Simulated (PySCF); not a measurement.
Ionisation energy of Hg⁺ by level of theory

Hg⁺ [Xe] 4f14 5d10 6s1 (2S) → Hg²⁺ [Xe] 4f14 5d10 (1S), as a difference of total energies. Computed with PySCF 2.14 in def2-SVP with the def2 core potential (60 electrons), with a scalar-relativistic core potential. Correlated levels: valence: 5s2 5p6 frozen. The calculations carry no spin-orbit coupling.

```
           method  ionisation energy (eV)
              UHF                  17.160
             PBE0                  18.838
    MP2 (valence)                  18.444
SCS-MP2 (valence)                  18.280
CCSD(T) (valence)                  18.303
```

Task: Estimate what MN15 gives.

Result: 19.174 eV, closest to PBE0 among the rows shown.

Task: Estimate what CCSD (valence) gives.

Result: 18.286 eV, closest to SCS-MP2 (valence) among the rows shown.

Errors of the correlated levels include the incompleteness of this basis and the frozen core.

For comparison: 18.757 eV (measured; NIST Atomic Spectra Database, ionization energies).
